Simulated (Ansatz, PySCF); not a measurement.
System: sum formula SnOF₂, net charge 0, singlet state. 
Structure (B3LYP-D3(BJ)/def2-TZVP (Ansatz, a quantum-chemistry and plane-wave program) minimum search):
```xyz
4

Sn     0.0974    -0.0317    -0.0239
O      1.7879    -0.5810    -0.4380
F     -0.9473    -0.2670     1.5556
F     -1.1831     0.9594    -1.0337
```
Charge 0, spin multiplicity 1.

Property: atomisation energy (electronic, to ground-state atoms), in kJ/mol. Valence correlation only, unless marked. UHF or UKS for open shells. Spin-orbit coupling is left out. The frozen core is the preceding noble-gas configuration, with the filled d and f shells of earlier blocks. Past Kr the def2 sets carry scalar-relativistic core potentials. The coupled-cluster limit lacks core correlation, which all-electron functionals hold. CBS(X,Y): correlation extrapolated as X^-3; Hartree-Fock from the larger set. [CCSD(T)-MP2]/basis is that difference in the basis named.

```
level                                                                 program  atomisation energy (kJ/mol)  rough core time
-------------------------------------------------------------  --------------  ---------------------------  ---------------
HF/def2-QZVPP                                                          Ansatz                        577.2       under 20 s
r2SCAN/def2-TZVPD                                                      Ansatz                       1218.8       under 20 s
PBE0/def2-TZVPD                                                        Ansatz                       1162.0       under 20 s
TPSSh-D4/def2-TZVPD                                             PySCF + dftd4                       1197.3                -
HSE06-D4/def2-TZVPD                                            Ansatz + dftd4                       1169.4       under 20 s
B2PLYP-D4/def2-TZVPD                                           Ansatz + dftd4                       1218.2       under 20 s
RI-MP2/CBS(def2-TZVPPD,def2-QZVPPD)+[CCSD(T)-MP2]/def2-TZVPPD          Ansatz                       1247.1             50 s
```

Core times are rough, on shared machines, summed over the molecules involved; a dash marks a level read off another run, or run on other hardware, by another program or under a memory cap.
